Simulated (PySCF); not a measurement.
## [Tb(OH)2]+ at several levels of theory

Computed with PySCF 2.14.0 (density fitting, no spin-orbit coupling) at the geometry relaxed with PBE0:

```xyz
5
[Tb(OH)2]+ (singlet in the valence; each metal's 4f electrons, 8 of them, lie in its core potential, out of spins and levels)
Tb    0.0000    0.0000   -0.5817
O     1.6330   -0.0344    0.5097
H     2.2855   -0.0479    1.2177
O    -1.6330    0.0344    0.5097
H    -2.2855    0.0479    1.2177
```

| level | basis | state | HOMO (eV) | gap (eV) | charge on Tb1 (e) | population of f-type functions on Tb1 (polarisation alone where 4f lies in the core) | dipole about the centre of mass (D) | largest force component (eV/Å) |
| --- | --- | --- | --- | --- | --- | --- | --- | --- |
| PBE0 | Tb lcecp-1-SVP with ECP54, O def2-SVP, H def2-SVP | singlet | -13.60 | 6.61 | 1.40 | 0.08 | 2.51 | 0.01 |
| PBE | the same | singlet | -12.02 | 4.27 | 1.24 | 0.08 | 2.08 | 0.42 |
| PBE0 | Tb lcecp-1-TZVP with ECP54, O def2-TZVP, H def2-TZVP | singlet | -13.66 | 6.69 | 1.77 | 0.08 | 2.73 | 0.17 |

In the lcecp rows the 4f levels are missing from HOMO and gap, and the state counts the valence alone.

Charges are Mulliken's, which hang on the basis. The relaxation used the grid (50, 194), these runs (75, 302) or, all-electron (x2c bases, spin-free X2C Hamiltonian), (99, 590).

What does CAM-B3LYP with Tb lcecp-1-SVP with ECP54, O def2-SVP, H def2-SVP give here?

state singlet, HOMO (eV) -15.01, gap (eV) 8.70, charge on Tb1 (e) 1.38, population of f-type functions on Tb1 (polarisation alone where 4f lies in the core) 0.08, dipole about the centre of mass (D) 2.62, largest force component (eV/Å) 0.18. Time: 2.8 s on 2 threads of Arm Neoverse V2, on a shared host, from an already converged density.

In the first row's basis the gap widens with exact exchange: 4.3 eV for PBE (none); 6.6 eV for PBE0 (a fixed share); 8.7 eV for CAM-B3LYP (rising or full at long range).

An lcecp potential fixes the number of 4f electrons, so in runs with it no electron can move into or out of that shell.
